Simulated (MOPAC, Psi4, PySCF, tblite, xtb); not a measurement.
Dimer HBr ··· Br2 (SMILES Br and BrBr) at R = 4.77 Å between the centres of mass, closest contact 3.02 Å (a higher rigid-body minimum at GFN2-xTB). Geometry in Å and degrees:

```
Br
Br 1 2.3158
H 1 3.0238 2 157.26
Br 3 1.4248 1 103.48 2 164.59
```

Methods: GFN2-xTB (tblite); SAPT0/jun-cc-pVDZ, frozen core (Psi4); revPBE/def2-TZVP, counterpoise-corrected (Psi4); revPBE-D3(BJ)/def2-TZVP, counterpoise-corrected (Psi4); PBE/def2-TZVP, counterpoise-corrected (Psi4); PBE-D3(BJ)/def2-TZVP, counterpoise-corrected (Psi4); wB97X-D/def2-TZVP, counterpoise-corrected (Psi4); HF/aug-cc-pVTZ, counterpoise-corrected (Psi4); MP2/aug-cc-pVTZ = DF-MP2/aug-cc-pVTZ, frozen core, counterpoise-corrected (Psi4); SCS-MP2/aug-cc-pVTZ = Psi4 with DF-SCS-MP2/aug-cc-pVTZ, frozen core, counterpoise-corrected; PM7, restricted, heats of formation (MOPAC); PM3, restricted, heats of formation (MOPAC); GFN1-xTB (xtb); RKS-B3LYP/6-31G* = restricted B3LYP/6-31G*, spherical d, no counterpoise correction (PySCF).

**Question.** What interaction energy does each level give?

**Answer.** 
```tsv
method	E_int / kcal/mol
GFN2-xTB	-2.71
PBE-D3(BJ)/def2-TZVP	-1.96
revPBE-D3(BJ)/def2-TZVP	-1.68
MP2/aug-cc-pVTZ	-1.51
PBE/def2-TZVP	-1.11
GFN1-xTB	-1.01
SCS-MP2/aug-cc-pVTZ	-0.88
PM7	-0.76
wB97X-D/def2-TZVP	-0.61
PM3	-0.19
SAPT0/jun-cc-pVDZ	-0.13
RKS-B3LYP/6-31G*	-0.11
revPBE/def2-TZVP	0.15
HF/aug-cc-pVTZ	1.20
```
